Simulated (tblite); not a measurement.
Species: C8H8S2.
SMILES with atom numbers: `[CH3:1][S:2][c:3]1[cH:4][cH:5][cH:6][c:7]([CH:8]=[S:9])[cH:10]1` (hydrogens: H11, H12, H13 on C1; H14 on C4; H15 on C5; H16 on C6; H17 on C8; H18 on C10)

Computed geometry: GFN2-xTB, gas phase.

(1) List the bond lengths, angles and torsions at this level.

Answers

(1) 
```csv
bond,length (Å)
C1–S2,1.815
S2–C3,1.766
C3–C4,1.391
C4–C5,1.387
C5–C6,1.378
C6–C7,1.402
C7–C8,1.438
C8=S9,1.627
C7–C10,1.396
C3–C10,1.389
"C1–H11, C1–H12, C1–H13",1.086
C4–H14,1.078
C5–H15,1.080
C6–H16,1.079
C8–H17,1.087
C10–H18,1.080
```

Bonds in one row agree within 0.01 Å and their mean is given. A selection of angles:
```csv
angle,degrees
S2–C1–H11,110.0
S2–C1–H12,105.4
H11–C1–H12,109.8
H11–C1–H13,111.6
C1–S2–C3,104.1
S2–C3–C4,124.2
S2–C3–C10,116.2
C4–C3–C10,119.6
C3–C4–C5,119.8
C3–C4–H14,121.0
C5–C4–H14,119.2
C4–C5–C6,120.9
C4–C5–H15,119.2
C6–C5–H15,120.0
C5–C6–C7,119.9
C5–C6–H16,121.1
C7–C6–H16,119.0
C6–C7–C8,121.5
C6–C7–C10,119.1
C8–C7–C10,119.4
C7–C8–S9,125.5
C7–C8–H17,116.1
S9–C8–H17,118.4
C7–C10–H18,120.2
C3–C10–C7,120.7
C3–C10–H18,119.2
```

Dihedral angles: C1–S2–C3–C4 2° (synperiplanar); C6–C7–C8–S9 1° (synperiplanar).

The 7 C–C bonds span 1.378 Å (C5–C6, aromatic) to 1.438 Å (C7–C8, drawn single), a spread of 0.060 Å. The 6-membered ring C3–C4–C5–C6–C7–C10 has internal angles of 119.1° to 120.9°; it is planar, 0.00 Å rms from its mean plane, widest ring torsion 0°. The 3 C–S bonds span 1.627 Å (C8=S9, drawn double) to 1.815 Å (C1–S2, drawn single), a spread of 0.188 Å. The 10 heavy atoms lie in one plane (0.014 Å rms). Of the pairs four or more bonds apart, C1···H14 is among the closest relative to their van der Waals radii: 2.56 Å, 88 % of the sum of Bondi's values.

Its GFN2-xTB frequencies are all real (lowest 32 cm⁻¹). The numbers are those of one conformer.

Hardware: an Arm Neoverse V1 with one thread, shared host with 64 logical CPUs at a one-minute load of 37. Cost: 1.2 s of wall time. These figures are those of the optimisation.
